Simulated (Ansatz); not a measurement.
Total energies of Al6O15H12, a hydroxylated oxide cluster from Ansatz at PBE0-D4/def2-TZVP, gas phase (1 Eh = 27.2114 eV = 2625.5 kJ/mol). The reference geometry is relaxed at PBE-D4/def2-SVP.

| atom | x (Å) | y (Å) | z (Å) |
| --- | --- | --- | --- |
| Al1 | -0.831 | 1.420 | 0.656 |
| Al2 | 0.372 | -1.161 | -1.276 |
| Al3 | 2.179 | 0.662 | 1.057 |
| Al4 | -2.282 | -0.879 | -0.976 |
| Al5 | -1.090 | -1.599 | 1.505 |
| Al6 | 1.095 | 2.044 | -1.650 |
| O7 | -2.276 | 1.616 | 1.615 |
| O8 | 0.607 | 1.170 | 1.838 |
| O9 | -3.539 | 0.318 | -0.993 |
| O10 | -1.128 | -0.569 | 2.930 |
| O11 | 0.016 | -2.910 | 1.536 |
| O12 | -2.653 | -1.951 | 0.524 |
| O13 | -0.815 | -0.371 | 0.112 |
| O14 | 1.807 | -0.772 | 0.042 |
| O15 | 3.583 | 0.497 | 2.022 |
| O16 | 1.007 | 0.294 | -2.293 |
| O17 | 2.400 | 1.877 | -0.314 |
| O18 | -0.318 | 2.334 | -0.701 |
| O19 | 1.662 | 3.009 | -2.957 |
| O20 | 1.011 | -2.821 | -1.134 |
| O21 | -1.183 | -1.421 | -2.186 |
| H22 | -3.096 | 1.528 | 1.091 |
| H23 | 0.184 | 0.515 | 2.497 |
| H24 | -3.644 | 0.883 | -1.775 |
| H25 | -1.805 | 0.149 | 2.855 |
| H26 | 0.391 | -3.170 | 0.660 |
| H27 | -3.299 | -2.665 | 0.643 |
| H28 | 2.179 | -1.656 | 0.232 |
| H29 | 3.676 | 0.832 | 2.925 |
| H30 | 0.531 | 0.260 | -3.148 |
| H31 | 3.324 | 2.057 | -0.567 |
| H32 | 1.385 | 3.932 | -3.055 |
| H33 | 0.550 | -3.449 | -1.717 |

```json
{"state": "charge 0 singlet", "geometry": "reference", "energy (Eh)": "-2590.22372"}
{"state": "charge 1 doublet", "geometry": "reference", "energy (Eh)": "-2589.86904"}
{"state": "charge -1 doublet", "geometry": "reference", "energy (Eh)": "-2590.22042"}
{"state": "free Al atom (doublet)", "geometry": "–", "energy (Eh)": "-242.24894"}
{"state": "free O atom (triplet)", "geometry": "–", "energy (Eh)": "-75.01860"}
{"state": "free H atom (doublet)", "geometry": "–", "energy (Eh)": "-0.50104"}
```

Single mean-field runs in def2-TZVP are fitted with def2-universal-jkfit.

(1) Work out the vertical ionisation energy to the doublet.

(2) Work out the vertical electron affinity, to the doublet.

(3) Give the fundamental gap IE − EA, the Mulliken electronegativity (IE + EA)/2 and the hardness (IE − EA)/2.

(4) What is the binding energy per atom against free atoms?

(1) E(charge 1 doublet) − E(charge 0 singlet) = -2589.86904 − (-2590.22372) = 0.35468 Eh = 9.65 eV. For comparison, −ε of the highest occupied level is 7.88 eV at this level, 1.77 eV less.

(2) E(charge 0 singlet) − E(charge -1 doublet) = -2590.22372 − (-2590.22042) = -0.00330 Eh = -0.09 eV; so near zero that its sign isn't settled. The basis lacks diffuse functions, which makes affinities too small.

(3) From the values in Eh: IE − EA = 0.35468 − (-0.00330) = 0.35798 Eh = 9.74 eV; (IE + EA)/2 = 4.78 eV; (IE − EA)/2 = 4.87 eV. The HOMO–LUMO gap of the same run is 6.89 eV, 2.85 eV smaller than the fundamental gap.

(4) Atoms: 6 × (-242.24894) + 15 × (-75.01860) + 12 × (-0.50104) = -2584.78512 Eh. Binding: -2584.78512 − (-2590.22372) = 5.43860 Eh = 147.99 eV, or 4.48 eV for each of 33 atoms (no zero-point energy, no counterpoise term).

At PBE0-D4/def2-TZVP the highest occupied level of the charge -1 doublet lies above zero (up to 1.23 eV). Energy differences disagree on whether the electron is bound (positive means bound): -0.09 eV (vertical, to the charge 0 singlet, at PBE0-D4/def2-TZVP), but 0.32 eV at PBE-D4/def2-TZVP.
